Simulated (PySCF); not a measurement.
Gas-phase reaction: 3 InCl + 6 ClO → 3 InCl3 + 2 O3

Method: PySCF energies (xtb for GFN2) plus ideal-gas RRHO corrections (1 bar). † marks an energy on the PBE0/def2-TZVP geometry and frequencies; other levels use their own. Open shells (unrestricted): ClO (multiplicity 2, electronic degeneracy 4); the rest are closed-shell singlets. GFN2 has no spin-polarisation term. Spin-orbit splitting is ignored; it lowers the true energy and changes the entropy of ClO. In: scalar-relativistic def2 core potential, no spin-orbit coupling. The harmonic model lacks anharmonicity and excited electronic states, which grow with temperature; levels with a mode under 35 cm⁻¹ are left out. Strong static correlation: O3. Soft modes under 120 cm⁻¹ make the harmonic entropy rough for InCl3.

| level | ΔE electronic, kJ | ΔH°(298 K), kJ | ΔS°(298 K), J/K | ΔG°(1600 K), kJ |
|---|---|---|---|---|
| GFN2-xTB | -1234 | -1214 | -581 | -312 |
| M06-2X/def2-TZVP† | -1179 | -1157 | -607 | -209 |
| PBE/def2-SVP | -1305 | -1286 | -603 | -347 |
| PBE/def2-TZVP† | -1124 | -1102 | -607 | -154 |
| PBE0/def2-QZVP† | -1102 | -1080 | -607 | -132 |
| PBE0/def2-SVP† | -1280 | -1258 | -607 | -310 |
| r2SCAN/def2-TZVP† | -1174 | -1152 | -607 | -204 |
| ωB97M-V/def2-TZVP† | -1166 | -1144 | -607 | -196 |
ΔH° is lowest at PBE/def2-SVP and highest at PBE0/def2-QZVP†. No reference value is set beside these.
